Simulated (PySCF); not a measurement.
Species: SnHI3.
Bonds: Sn1–I3, Sn1–I4, Sn1–I5. Hydrogens: H2 on Sn1.

A GFN2-xTB structure was refined with PBE0-D3(BJ)/def2-SVP geometry optimisation, gas phase, def2 core potentials past Kr (PySCF 2.14.0). Its GFN2-xTB values:

```csv
coordinate,GFN2-xTB
Sn1–H2,1.749 Å
Sn1–I3,2.601 Å
Sn1–I4,2.764 Å
H2–Sn1–I3,112.0°
I3–Sn1–I4,106.7°
```

Q: How do these coordinates change at the PBE0-D3(BJ)/def2-SVP level?

A: 
```tsv
coordinate	PBE0-D3(BJ)/def2-SVP (Å or °)	change
Sn1–I4	2.680	-0.084
Sn1–I3	2.683	+0.082
Sn1–H2	1.709	-0.040
I3–Sn1–I4	108.9	+2.2
H2–Sn1–I3	110.0	-2.0
```

The energy falls by 2.0 kcal/mol over 8 energy and gradient evaluations, the largest force component goes from 0.0255 to 1.9e-04 Eh/bohr, and the atoms move by 0.060 Å rms after alignment. The bond that changes most is Sn1–I4 (ends: tin bonded to 3 I and H; iodine bonded to Sn), which shortens by 0.084 Å. Bonds longer at the end by more than 0.005 Å: 1 of 4; shorter: 3. Rotational constants go from 404.4, 371.3, 205.9 to 392.0, 391.1, 209.1 MHz.

The run used 109 basis functions and 51 SCF cycles in all.

No frequency check.
